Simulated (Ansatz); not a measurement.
Conformers of `[OH][Ga]([F])[Cl]`, each relaxed with PBE0-D4/def2-TZVP in Ansatz. CBS adds the triple-zeta coupled-cluster correction to the MP2 limit.

Outer-core shells of Ga are correlated without core-valence functions. Scalar relativity is left out up to krypton. Spin–orbit coupling is left out.

Not all of them had a frequency check.

Conformer A:

Z-matrix (Å, degrees):
```
Ga
O 1 1.761
Cl 1 2.115 2 124.2
F 1 1.733 2 117.3 3 180.0
H 2 0.961 1 113.3 3 0.0
```

Conformer B:

Z-matrix (Å, degrees):
```
Ga
O 1 1.761
Cl 1 2.102 2 122.3
F 1 1.743 2 118.6 3 180.0
H 2 0.961 1 112.6 3 180.0
```

Task: Which is lowest in electronic energy at CCSD(T)/CBS (frozen core, def2 sets), and by how much? (Estimate.)

Result: Computed: B; A lies 0.9 kJ/mol higher. Gaps under about 2 kJ/mol don't settle the order.

Task: Give the energies relative to B (kJ/mol) with PBE-D4/def2-TZVPP, B2PLYP/def2-TZVPP, B3LYP/def2-TZVPP, HF/def2-TZVPP, MP2/def2-QZVPP, HF/CBS(def2), CCSD/CBS(def2). (An estimate is asked.)

Result: The calculation gave: 
```tsv
level	A
PBE-D4/def2-TZVPP	0.5
B2PLYP/def2-TZVPP	0.7
B3LYP/def2-TZVPP	0.8
HF/def2-TZVPP	0.7
MP2/def2-QZVPP	0.7
HF/CBS(def2)	0.5
CCSD/CBS(def2)	0.9
```

B3LYP here is the variant with VWN-RPA as its local correlation; programs differ in this.
